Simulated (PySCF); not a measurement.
Isomers of C6H14P2, one conformer each; single-point electronic energies without zero-point terms and without any empirical dispersion term.

Level: PBE0/pcSseg-1 in PySCF, non-relativistic, each on one gas-phase PBE0-D3(BJ)/def2-SVP geometry that isn't relaxed in the solvent. The solvent is an IEF-PCM continuum (cavity from Bondi-type radii × 1.2). Specific hydrogen bonds and non-electrostatic terms are outside this model.

| isomer | relative energy, gas (kJ/mol) | dipole (D) |
| --- | --- | --- |
| `CCP1CCPCC1` | 0.0 | 0.60 |
| `C(=[P@@](P)(CC=C)C)C` | 217.1 | 1.20 |

Task: How do the relative energies look in chloroform (ε = 4.711)?

Result: 
| isomer | relative energy, solvent (kJ/mol) | E(solvent) − E(gas) (kJ/mol) | dipole in solvent (D) |
| --- | --- | --- | --- |
| `CCP1CCPCC1` | 0.0 | -12.3 | 0.69 |
| `C(=[P@@](P)(CC=C)C)C` | 212.3 | -17.1 | 1.55 |

The order is unchanged. Conformers: `[CH3:1][CH2:2][P:3]1[CH2:4][CH2:5][PH:6][CH2:7][CH2:8]1` with C1–C2–P3–C4 75°, C2–P3–C4–C5 164°, P3–C4–C5–P6 -71°, C4–C5–P6–C7 64°, C5–P6–C7–C8 -64°; `[CH2:1]=[CH:2][CH2:3][P@:4]([CH3:5])([PH2:6])=[CH:7][CH3:8]` with C1–C2–C3–P4 -104°, C2–C3–P4–C5 175°, C3–P4–P6–H -179° and -86°. `C(=[P@@](P)(CC=C)C)C` gains most from the continuum, and it has the largest gas-phase dipole. The gains span 4.8 kJ/mol, the gas-phase energies 217.1 kJ/mol.
